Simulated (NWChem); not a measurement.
CrHSO2F; SMILES [SH][Cr](=[O])(=[O])[F]

```xyz
6

Cr     0.0677     0.3273     0.0000
O      0.8012     0.6849    -1.2950
O      0.9104     0.6987     1.2192
F     -1.4533     1.0723     0.0481
S     -0.0907    -1.8444     0.0926
H     -0.3171    -1.9576    -1.2386
```
Atoms are numbered in this order, from 1.

Level: PBE0/def2-SVP (NWChem), optimised geometry, unscaled harmonic frequencies. 

```tsv
frequency (cm⁻¹)	IR intensity (km/mol)
188	0.3
203	3.2
273	10.2
293	2.0
342	15.2
395	11.6
486	22.1
675	13.8
785	135.9
1170	103.3
1180	146.0
2700	8.1
```

```yaml
zero_point_energy: 12.4 kcal/mol
thermal correction to the enthalpy at 298.15 K (with zero-point energy): 16.8 kcal/mol
heat capacity Cv: 19.4 cal/(mol K)
entropy at 298.15 K and 1 atm (symmetry number 1): 78.5 cal/(mol K)
dipole_moment: 2.11 D
```

Rigid rotor and harmonic oscillator.
